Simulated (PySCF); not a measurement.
Be(I)(NH2) (BeH2IN), SMILES [NH2][Be][I]. Atoms are numbered in the order given.

```xyz
5

Be     0.0000     0.0000     1.5359
I      0.0000     0.0000    -0.6525
N      0.0000     0.0000     3.0312
H      0.0000     0.8253     3.6095
H      0.0000    -0.8253     3.6095
```

Geometry: B3LYP-D3(BJ)/def2-TZVP. The def2 effective core potentials stand for the cores of I; spin–orbit coupling is left out. One conformer was computed; it need not be the lowest.

All values below come from B3LYP/def2-TZVPD run with PySCF.

Problem. Estimate the frontier levels, gap, dipole moment and polarisability. (An estimate is asked for; the answer gives what the named calculation found.)

Solution. 
The highest occupied level comes out as -7.18 eV and the lowest empty level is -0.78 eV. The orbital gap is 6.39 eV. The dipole moment is 2.01 D and the quadrupole, principal values (traceless, Buckingham form, about the centre of nuclear charge) is -6.26, -0.17, 6.43 D·Å. The mean static polarisability is 61.1 bohr³ (9.05 Å³). The polarisability, principal values is 52.2, 53.4, 77.7 bohr³.
